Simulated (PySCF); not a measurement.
CHF, neutral, multiplicity 1. Atoms are numbered in the order given.

```xyz
3

C     -0.1883    -0.7007     0.0000
F      0.0307     0.5914     0.0000
H      0.8536    -1.1187     0.0000
```
Charge 0, spin multiplicity 1.

Geometry: B3LYP-D3(BJ)/def2-TZVPD. The isomer is the one that the SMILES or the coordinates give; other isomers of the formula were not compared.

Method: TDA-LC-ωPBE/def2-TZVPD (PySCF).

Vertical excitations. Gas-phase values at a fixed geometry. State labels are in the subgroup Cs.

```
state  symmetry  energy (eV)  λ (nm)      f                                           main pairs
-----  --------  -----------  ------  -----  ---------------------------------------------------
S1           A"         2.36     525  0.010                                       HOMO→LUMO 98 %
S2           A'         7.07     175  0.081                                     HOMO→LUMO+1 91 %
S3           A'         8.00     155  0.027                   HOMO→LUMO+2 63 %, HOMO→LUMO+5 24 %
S4           A"         8.47     146  0.035                                     HOMO−1→LUMO 95 %
S5           A"         9.06     137  0.006                                     HOMO→LUMO+4 94 %
S6           A'         9.09     136  0.038                                     HOMO→LUMO+3 89 %
S7           A'         9.84     126  0.080                   HOMO→LUMO+5 60 %, HOMO→LUMO+2 25 %
S8           A"        10.11     123  0.006                                     HOMO−3→LUMO 97 %
S9           A'        10.44     119  0.080                                     HOMO→LUMO+6 83 %
S10          A'        11.02     113  0.066                                     HOMO−2→LUMO 80 %
T1           A"         0.50    2467      0                                       HOMO→LUMO 96 %
T2           A'         6.49     191      0                   HOMO→LUMO+1 71 %, HOMO→LUMO+5 19 %
T3           A"         7.02     177      0                                     HOMO−1→LUMO 92 %
T4           A'         7.36     169      0  HOMO→LUMO+2 48 %, HOMO→LUMO+5 24 %, HOMO→LUMO+1 8 %
```
Triplets are in the Tamm–Dancoff approximation.
